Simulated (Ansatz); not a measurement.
cis-Ti(PH3)2Br4 (TiP2H6Br4), relaxed as a singlet with RKS PBE-D4/def2-SVP in Ansatz, starting from the GFN2-xTB geometry. Force threshold 0.02 eV/Å.

Start:

```xyz
13

Br    2.7826    1.6313   -0.9129
Br    2.5870   -0.4749    2.0887
Br    1.4101   -1.7626   -1.1262
Br    0.0157    2.0483    1.4355
P    -0.8366   -1.0278    1.4551
P    -0.5094    0.7308   -1.7486
Ti    1.2333    0.2544    0.2690
H    -2.1535   -0.5891    1.3705
H    -0.7714   -0.8664    2.8334
H    -1.1756   -2.3787    1.5192
H    -1.2789    1.8590   -2.0338
H    -1.4715   -0.1727   -2.1876
H     0.1682    0.7485   -2.9623
```

(1) Estimate the energy that the relaxation releases and the steps that it takes.

(2) Does the start keep its bonding and symmetry?

(3) Predict the relaxed structure.

## Answers

(1) 0.29 eV, in 15 steps; 55 s on 4 threads of Arm Neoverse V2 on a shared host. The force fell under the threshold at step 7, but the optimiser went on and released 0.008 eV more. No frequencies were taken in this run, so the end may be a saddle point.

(2) By distances, no bond broke or formed. The bond that changes most is P5–Ti7, from 2.71 to 2.63 Å (atoms count from 1).

(3) 
Cartesian coordinates in Å:
```
Br 2.727 1.568 -1.070
Br 2.439 -0.467 2.208
Br 1.353 -1.830 -1.019
Br -0.001 2.120 1.318
P -0.738 -1.062 1.376
P -0.471 0.802 -1.643
Ti 1.250 0.267 0.276
H -2.018 -1.107 0.729
H -1.188 -0.662 2.674
H -0.580 -2.466 1.598
H -0.797 2.172 -1.900
H -1.810 0.290 -1.572
H -0.166 0.374 -2.973
```
Bond lengths: 4 × Br–Ti 2.38 to 2.47 Å; 2 × P–Ti 2.63 Å; 6 × H–P 1.43 Å.
